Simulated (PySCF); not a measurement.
Working out the excitation energy of Ti

Ti [Ar] 3d2 4s2 (3F) → Ti [Ar] 3d2 4s1 4p1 (high-spin determinant). All numbers are calculated (PySCF 2.14, the non-relativistic Hamiltonian (point nucleus), in aug-cc-pVDZ (7s6p4d2f, 59 functions)). Frozen: [Ar]. Energies in hartree (1 hartree = 27.21139 eV):

```csv
part,Ti (lower),Ti (upper)
UHF,-848.410139,-848.373138
CCSD correlation,-0.048462,-0.017532
(T),-0.001322,-0.000469
```

Problem. What does Hartree-Fock give?

Solution. (-848.373138) − (-848.410139) = 0.037001 hartree = 1.007 eV.

Problem. What do CCSD and CCSD(T) give?

Solution. The CCSD correlation energies differ by 0.030930 hartree = 0.842 eV and the triples by 0.000853 hartree = 0.023 eV, so CCSD gives 1.849 eV and CCSD(T) 1.872 eV.

The calculation is non-relativistic.

One determinant mixes LS terms, so it does not stand for a single term.

A double-zeta basis recovers only part of the correlation energy.
